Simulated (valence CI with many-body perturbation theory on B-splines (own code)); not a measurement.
The numbers below are computed, except where a source is named.
# Hyperfine factors and g values of Sb44+

Method: relativistic CI+MBPT: five valence electrons over a frozen Dirac-Fock core [He], radial functions for each j: 9 s, 9 p, 8 d, 6 f, 3 g, 1 h, with the one-electron correlation potential Σ1, the two-electron term Σ2, the three-electron term Σ3, Breit, model QED; selected CI, second order for the rest (own B-spline code, finite nucleus).

The last digits are not significant, and no measured levels were compared; by estimate large intervals hold to a few tenths of a per cent, small ones and those within an open d or f shell to about a per cent. Among the levels kept, up to 1400 cm⁻¹ of a level comes from second order outside the variational space, and about a tenth of that is noise between levels of different J, which matters for small intervals.

A/g_I is the dipole constant over the nuclear g factor μ/I (μ in nuclear magnetons, uniformly magnetised nucleus), B/Q the quadrupole constant per barn. Both hold the static response of the core; the bare values leave it out. Large factors of s and p1/2 electrons are usually good to 5 to 10 %; those of open d and f shells near neutrality can be off by tens of per cent, and small factors of p3/2, d and f electrons come from cancelling terms and can be off by a factor of two or in sign, in half-filled shells by more. B is blank for J = 1/2, where it vanishes, and for nearly pure S terms. Energies count from the lowest level.

Levels are named by their leading jj configuration (3d3/2^4 stands for four electrons in 3d with j = 3/2), which in mixed levels can hold well under half, so a name can repeat and another be missing. Letters in brackets count levels of one name in rising energy.

```csv
Level,E (Ry),g,A/g_I (MHz),A/g_I bare,B/Q (MHz/b),B/Q bare
(2s^2 2p1/2^2 2p3/2) J=3/2,0.00,1.372,234000,242000,429000,430000
(2s^2 2p1/2 2p3/2^2) J=3/2,18.15,1.436,-15800,-5510,72200,72300
(2s^2 2p1/2 2p3/2^2) J=5/2,19.56,1.183,519000,522000,-2050,-2060
(2s^2 2p1/2 2p3/2^2) J=1/2,21.65,0.644,1600000,1590000,,
(2s 2p1/2^2 2p3/2^2) J=5/2,32.96,1.489,1180000,1170000,151000,152000
(2s 2p1/2^2 2p3/2^2) J=1/2,37.61,2.127,4820000,4750000,,
(2s 2p1/2^2 2p3/2^2) J=3/2,37.72,1.214,-642000,-616000,-143000,-144000
(2s^2 2p3/2^3) J=3/2,39.88,1.280,258000,264000,-503000,-504000
(2s 2p1/2 2p3/2^3) J=3/2 [a],52.56,1.536,1130000,1130000,-365000,-366000
(2s 2p1/2 2p3/2^3) J=5/2,54.81,1.277,1470000,1460000,-623000,-624000
(2s 2p1/2 2p3/2^3) J=1/2,57.24,1.438,-1500000,-1460000,,
(2s 2p1/2 2p3/2^3) J=3/2 [b],58.09,1.069,99100,112000,-58100,-58300
(2p1/2^2 2p3/2^3) J=3/2,74.48,1.318,233000,247000,-466000,-467000
(2s 2p3/2^4) J=1/2,76.69,1.719,4860000,4780000,,
(2p1/2 2p3/2^4) J=1/2,94.05,0.644,1600000,1580000,,
(2s^2 2p1/2^2 3s) J=1/2,297.52,2.024,1390000,1380000,,
(2s^2 2p1/2^2 3p1/2) J=1/2,302.00,0.658,454000,450000,,
(2s^2 2p1/2^2 3p3/2) J=3/2,308.25,1.333,70100,72600,122000,122000
(2s^2 2p1/2^2 3d3/2) J=3/2,312.67,0.784,41200,41000,18700,19000
(2s^2 2p1/2^2 3d5/2) J=5/2,314.79,1.200,24400,24600,15100,15500
(2s^2 2p1/2 2p3/2 3s) J=3/2 [a],316.05,1.671,361000,364000,299000,300000
(2s^2 2p1/2 2p3/2 3s) J=1/2,316.55,1.296,-578000,-558000,,
(2s^2 2p1/2 2p3/2 3s) J=5/2,317.25,1.337,739000,738000,383000,383000
(2s^2 2p1/2 2p3/2 3s) J=3/2 [b],317.54,0.989,474000,480000,242000,243000
(2s^2 2p1/2 2p3/2 3p1/2) J=1/2,320.50,1.713,-268000,-251000,,
(2s^2 2p1/2 2p3/2 3p1/2) J=3/2 [a],320.89,1.144,349000,353000,79700,79900
(2s^2 2p1/2 2p3/2 3p1/2) J=5/2,321.73,1.085,562000,564000,382000,383000
(2s^2 2p1/2 2p3/2 3p1/2) J=3/2 [b],323.38,1.352,361000,368000,423000,424000
(2s^2 2p1/2 2p3/2 3p3/2) J=5/2 [a],326.07,1.437,85000,90400,504000,505000
(2s^2 2p1/2 2p3/2 3p3/2) J=1/2 [a],326.51,1.647,-380000,-370000,,
(2s^2 2p1/2 2p3/2 3p3/2) J=3/2 [a],326.93,1.180,474000,474000,-294000,-294000
(2s^2 2p1/2 2p3/2 3p3/2) J=7/2,327.41,1.242,364000,367000,521000,522000
(2s^2 2p1/2 2p3/2 3p3/2) J=3/2 [b],327.76,1.392,211000,217000,87600,87800
(2s^2 2p1/2 2p3/2 3p3/2) J=5/2 [b],328.40,1.304,702000,700000,80400,80600
(2s 2p1/2^2 2p3/2 3s) J=5/2,329.28,1.540,1020000,1020000,342000,343000
(2s^2 2p1/2 2p3/2 3p3/2) J=1/2 [b],329.49,0.664,1530000,1530000,,
(2s 2p1/2^2 2p3/2 3s) J=3/2 [a],330.43,1.515,1370000,1370000,250000,250000
(2s^2 2p1/2 2p3/2 3d3/2) J=3/2 [a],331.28,0.936,103000,105000,-227000,-227000
(2s^2 2p1/2 2p3/2 3d3/2) J=5/2 [a],331.42,0.977,253000,255000,-43500,-43400
(2s^2 2p1/2 2p3/2 3d3/2) J=1/2 [a],331.53,0.231,353000,342000,,
```

Take the isotope of mass number 121, with I = 5/2, μ = 3.358 μN and Q = -0.543 b. What is the hyperfine structure of (2s^2 2p1/2 2p3/2^2) J=5/2?

From the table A = 696000 MHz, B = 1120 MHz. Shifts from the centre of gravity in MHz: F = 0: -6090000, F = 1: -5390000, F = 2: -4000000, F = 3: -1910000, F = 4: 870000, F = 5: 4350000.
